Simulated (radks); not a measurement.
The numbers below are computed, except where a source is named.
Question: The table gives one normalised radial function P(r) = r R(r) of Cd in [Kr] 4d8 5s2 5p2 (r in bohr). Level of theory: scalar-relativistic Kohn-Sham, BLYP, spin-polarised, spherical densities, finite nucleus; open shells are filled with parallel spins first (spin-orbit coupling, left out, can overturn this in heavy ions); Fermi nuclear charge, rms radius 4.6087 fm (a radial shooting solver on a logarithmic mesh with Libxc functionals).

| r | P |
|---|---|
| 0.004643 | 0.0565 |
| 0.006242 | 0.0683 |
| 0.008393 | 0.0798 |
| 0.01128 | 0.0886 |
| 0.01517 | 0.0910 |
| 0.0204 | 0.0817 |
| 0.02742 | 0.0547 |
| 0.03687 | 0.0065 |
| 0.04957 | -0.0589 |
| 0.06718 | -0.1243 |
| 0.09032 | -0.1494 |
| 0.1214 | -0.0964 |
| 0.1633 | 0.0395 |
| 0.2195 | 0.1868 |
| 0.2951 | 0.2118 |
| 0.3968 | 0.0335 |
| 0.5335 | -0.2397 |
| 0.7172 | -0.3437 |
| 0.972 | -0.1022 |
| 1.307 | 0.3299 |
| 1.757 | 0.6548 |
| 2.362 | 0.6979 |
| 3.176 | 0.5096 |
| 4.27 | 0.2647 |
| 5.741 | 0.0943 |
| 7.718 | 0.0210 |
| 10.38 | 0.0026 |

Which n and l does it have? It may be an empty orbital.

Answer: n = 5, l = 0: the number of nodes gives n - l - 1 = 4, the rise at small r (about r^(l+1), flatter next to the nucleus through relativity) gives l, and the extent must fit the shell. The curve is that of 5s down; the table hardly tells the two spins apart. 5s down: eigenvalue -9.036 eV, 4 radial nodes at r = 0.0381, 0.152, 0.412, 1.05 bohr, <r> = 2.53 bohr, 90 % of the charge inside 3.77 bohr.
